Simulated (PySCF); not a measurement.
## A single-point calculation

Tl2F2 (singlet). PySCF 2.14.0, RKS PBE0, Tl def2-SVP with ECP60, F def2-SVP; non-relativistic Hamiltonian with scalar-relativistic core potentials where named; density fitting; no spin-orbit coupling. Purpose: singlet excitations, Tamm-Dancoff PBE0.

```python
mol = gto.M(atom='''
Tl     0.00000    -0.00000     1.84747
Tl    -0.00000     0.00000    -1.84747
F      1.39328    -0.00000    -0.00000
F     -1.39328     0.00000     0.00000''',
    basis={'Tl': 'def2-SVP', 'F': 'def2-SVP'},
    ecp={'Tl': 'def2-SVP'},
    charge=0, spin=0)
mf = dft.RKS(mol, xc='PBE0')
mf.grids.atom_grid = (50, 194)
mf = mf.density_fit()  # fitting sets: Tl def2-universal-JKFIT, F def2-universal-JKFIT
mf.conv_tol = 1e-08; mf.max_cycle = 55
mf.kernel(dm0)  # dm0: converged density of the relaxed state
td = mf.TDA(); td.nstates = 8; td.kernel()
```

Run from Python with OMP_NUM_THREADS=2; the lines above give its settings. Where DIIS fails, smearing, a level shift and second-order steps follow.
It took 13 s on 2 threads of Arm Neoverse V2, on a shared host, from an already converged density.

Task: Where do the frontier levels lie, over both spins?

Result: HOMO -7.21 eV, LUMO -1.10 eV. 

Task: What are the Mulliken charges and spins?

Result: 
```tsv
atom	charge (e)	spin (e)
Tl1	0.494	0.000
Tl2	0.494	0.000
F3	-0.494	0.000
F4	-0.494	0.000
```

Task: Which singlet excitations follow (Tamm-Dancoff, 8 states)?

Result: 
| state | eV | oscillator strength |
| --- | --- | --- |
| 1 | 5.12 | 0.0000 |
| 2 | 5.38 | 0.1247 |
| 3 | 5.77 | 0.0000 |
| 4 | 6.10 | 0.2182 |
| 5 | 6.17 | 0.0000 |
| 6 | 6.30 | 0.0000 |
| 7 | 6.54 | 0.0298 |
| 8 | 6.66 | 0.6397 |
Functionals without range separation put charge-transfer states too low; the basis has no diffuse functions.

The geometry was relaxed with B3LYP (Tl def2-SVP with ECP60, F def2-SVP).
